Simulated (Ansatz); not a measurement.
Geometry optimisation, RKS LDA/6-31G* (Ansatz 0.2.0).

input.yaml

```yaml
crystal:
  periodic: [false, false, false]
  atoms:
    - { symbol: B, position_ang: [-0.069941, -0.427613, -0.156118] }
    - { symbol: H, position_ang: [-0.137028, -0.84164, 0.96474] }
    - { symbol: O, position_ang: [1.065518, -0.39933, -0.883216] }
    - { symbol: H, position_ang: [1.839837, -0.747746, -0.402445] }
    - { symbol: F, position_ang: [-1.170014, 0.002832, -0.759178] }
    - { symbol: Si, position_ang: [0.111986, 2.452427, 1.107858] }
    - { symbol: H, position_ang: [0.946845, 3.05686, 2.199224] }
    - { symbol: H, position_ang: [0.761588, 2.69906, -0.219622] }
    - { symbol: H, position_ang: [-1.261449, 3.04984, 1.121032] }
    - { symbol: H, position_ang: [0.021658, 0.99171, 1.322626] }
basis:
  gaussian: { orbitals: "6-31G*" }
hamiltonian:
  xc: lda
relax:
  f_tol: 0.03
  max_steps: 50
output:
  orbitals: {}
```

Run as:

```bash
$ ansatz run input.yaml --threads 1 --pin off --max-ram 2048MiB --backend cpu --events-out ev --progress --plain --runs-dir out
```

Task: Where does it end, and by what steps?

Result: It converged. The force dipped under the threshold on the way, but the program's further checks kept it going. After 27 steps the energy has fallen by 0.152 eV; H10 moved furthest, 0.73 Å.

```tsv
step	energy less start (eV)	largest force component (eV/Å)	accepted
0	0.0000	0.578	yes
1	-0.0813	0.106	yes
2	-0.1123	0.149	yes
3	-0.0998	0.770	no
4	-0.1248	0.157	yes
5	-0.1324	0.165	yes
6	-0.1374	0.216	yes
7	-0.1420	0.251	yes
8	-0.1452	0.143	yes
9	-0.1463	0.342	yes
10	-0.1475	0.175	yes
11	-0.1485	0.156	yes
12	-0.1491	0.033	yes
13	-0.1493	0.021	yes
14	-0.1496	0.042	yes
15	-0.1498	0.059	yes
16	-0.1501	0.055	yes
17	-0.1503	0.047	yes
18	-0.1496	0.142	no
19	-0.1507	0.031	yes
20	-0.1509	0.039	yes
21	-0.1511	0.045	yes
22	-0.1513	0.047	yes
23	-0.1514	0.046	yes
24	-0.1514	0.055	yes
25	-0.1515	0.062	yes
26	-0.1517	0.036	yes
27	-0.1518	0.013	yes
```

```xyz
10
Properties=species:S:1:pos:R:3
B -0.040 -0.461 -0.265
H -0.483 -1.134 0.638
O 1.168 -0.661 -0.825
H 1.642 -1.401 -0.398
F -0.781 0.519 -0.768
Si 0.114 2.598 1.173
H 0.645 3.597 2.160
H 0.550 2.976 -0.207
H -1.380 2.557 1.264
H 0.675 1.247 1.523
```

Whether the end is a true minimum wasn't checked by a vibrational analysis.

Run time: 44 s on 1 thread of Arm Neoverse V2, with other jobs on the host, peak memory 0.14 GiB.
